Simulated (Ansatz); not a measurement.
Four-centre ligand exchange

Start structure (GaH5S, closed shell), relaxed at PBE0-D4/def2-TZVP:

Ga1  (-0.801, -0.277, 0.216)
S2  (-0.736, 1.663, -0.827)
H3  (-1.289, -1.480, -0.648)
H4  (-0.423, -0.312, 1.729)
H5  (1.778, -0.672, -0.577)
H6  (1.779, -1.277, -0.135)
H7  (-0.309, 2.355, 0.242)
(Å)

The step: GaH₃S ([SH][GaH2]) + H₂ → GaH₃ + H₂S (still joined by a long Ga–S bond); bonds formed: Ga1–H6, S2–H5; bonds broken: H5–H6; bonds weakened to dative contacts: Ga1–S2. Computed with Ansatz 0.2.0 (basis: def2-TZVPP and def2-QZVPP); correlated methods freeze the cores. Filled d shells of the heavier atoms are correlated. The def2 sets are not built for correlating such inner shells, so the correlated values are less sure here. Extrapolation: Hartree–Fock as exp(−7.88 √X), correlation as X^−2.97. Energies below are by CCSD(T) at an estimated basis limit (MP2 extrapolated from triple and quadruple zeta, plus CCSD(T) − MP2 in triple zeta).

(1) What are the electronic barrier and the energy of the step, from the start structure to the end structure? (An estimate is asked for; the value comes from the calculation.)

No T1 diagnostic of these runs exceeds 0.014.

## Answers

(1) By the calculation: Barrier 1.268 eV; step energy 0.472 eV (uphill); reverse barrier, their difference, 0.796 eV. Barrier and step energy count from the start structure, the reverse barrier from the end structure.

The saddle point: One imaginary mode of 1094i cm⁻¹.
| pair | start (Å) | saddle (Å) | end (Å) |
| --- | --- | --- | --- |
| Ga1–H6 | 2.79 | 1.73 | 1.58 |
| S2–H5 | 3.44 | 1.63 | 1.34 |
| Ga1–S2 | 2.20 | 2.47 | 2.60 |
| H5–H6 | 0.75 | 1.12 | 3.20 |

Zero-point energy (harmonic, PBE0-D4): ZPE is 0.950 eV at the start and 0.977 eV at the saddle, so the barrier goes from 1.268 to 1.295 eV.

Labels in which every atom is bracketed show which atoms are joined, not bond orders.

For scale, one of the runs: CCSD(T)/def2-TZVPP, 160 basis functions, launched by `ansatz run in.yaml --threads 2 --pin off --events-out ev --progress --plain --max-ram 4352MiB`. Hardware: 2 CPU threads of an Intel Xeon Platinum 8259CL, shared host. Wall time 20 s; peak host memory 1.1 GiB.
